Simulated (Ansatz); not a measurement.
The same path of BrH + ClF3H2NTa (10 atoms, charge 0, multiplicity 1) was run twice with different band settings. Lost on the way: Br9–H10. Made: Ta1–Br9, N2–H10.

Level of theory: RHF/def2-SVP (Ansatz).

Relaxed end points:

```xyz
10
Properties=species:S:1:pos:R:3
Ta -0.025 -0.420 0.004
N 1.918 -0.318 -0.136
H 2.496 -0.115 0.662
H 2.458 -0.545 -0.952
F 0.202 0.066 1.806
Cl -0.149 -1.028 -2.270
F -1.022 1.127 -0.284
F -0.779 -2.037 0.543
Br 2.030 3.885 -1.386
H 2.713 2.698 -1.061
```

```xyz
10
Properties=species:S:1:pos:R:3
Ta 0.025 0.489 -0.248
N 2.314 0.018 -0.301
H 2.735 0.272 0.581
H 2.457 -0.973 -0.431
F 0.453 0.764 1.562
Cl 0.099 -0.057 -2.544
F -1.795 0.770 -0.095
F 0.004 -1.349 0.145
Br 0.731 2.881 -0.712
H 2.819 0.500 -1.030
```

Common settings: movable images 7; climbing image yes; spring 5.0 eV/Å²; optimiser quadratic models (default); force threshold 0.05 eV/Å; iteration limit 60; end points relaxed.

| run | start path |
| --- | --- |
| 1 | through a guess of the saddle point |
| 2 | straight line |

Task: What does each run give, and how far can it be trusted?

Result: Run 1: converged after 23 iterations, highest image 0.694 eV above the first end. Neighbouring images differ by up to 1.3 eV, so the band resolves the path poorly. A vibrational analysis at the climbing image gives one clearly imaginary mode, 1032i cm⁻¹: a first-order saddle point.
Run 2: converged after 12 iterations, highest image 0.694 eV above the first end. Neighbouring images differ by up to 1.5 eV, so the band resolves the path poorly. Another band between the same ends (7 images) ends at a top of the same energy, where a vibrational analysis finds 1 clearly imaginary mode.
The orbitals stay closed-shell, which can raise the energy where a bond breaks towards radicals; this wasn't checked here.
